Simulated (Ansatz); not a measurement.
Species: C6H13O, net charge 0, doublet state. It need not be the lowest isomer of its formula. 
Structure (B3LYP-D3(BJ)/def2-TZVP (Ansatz, a program for electronic structure) minimum search):
SMILES: C([CH]CC)CCO
```xyz
20

C      2.9422     0.5995    -0.2262
C      2.2600    -0.7732    -0.0944
C      1.2194    -0.8211     0.9696
C     -0.2283    -0.9696     0.6613
C     -0.8635     0.3013     0.0572
C     -2.3350     0.1081    -0.2781
O     -2.9520     1.2872    -0.7841
H      2.2179     1.3733    -0.4863
H      3.4127     0.8895     0.7153
H      3.7154     0.5805    -0.9976
H      1.8173    -1.0520    -1.0558
H      3.0392    -1.5199     0.1096
H      1.5203    -0.5969     1.9872
H     -0.7812    -1.2396     1.5653
H     -0.3722    -1.7915    -0.0527
H     -0.7613     1.1353     0.7555
H     -0.3190     0.5789    -0.8521
H     -2.8953    -0.1486     0.6228
H     -2.4521    -0.7251    -0.9839
H     -2.4952     1.5482    -1.5911
```
Charge 0, spin multiplicity 2.

Parts of the frozen-core correlation energy in 6-31G* (Ansatz, hartree). Frozen orbitals: 7; correlated occupied orbitals by spin: 22 and 21; virtual: 102 and 103. UHF or UKS for open shells. Spin-orbit coupling is left out. No relativistic terms.

```
term                            value
-------------------------  ----------
reference (HF)             -309.58323
MP2 opposite-spin            -0.70955
MP2 same-spin                -0.22931
CCSD correlation             -1.01967
(T)                          -0.02825
T1 diagnostic                   0.010
largest doubles amplitude       0.013
<S^2> of the reference          0.764
```
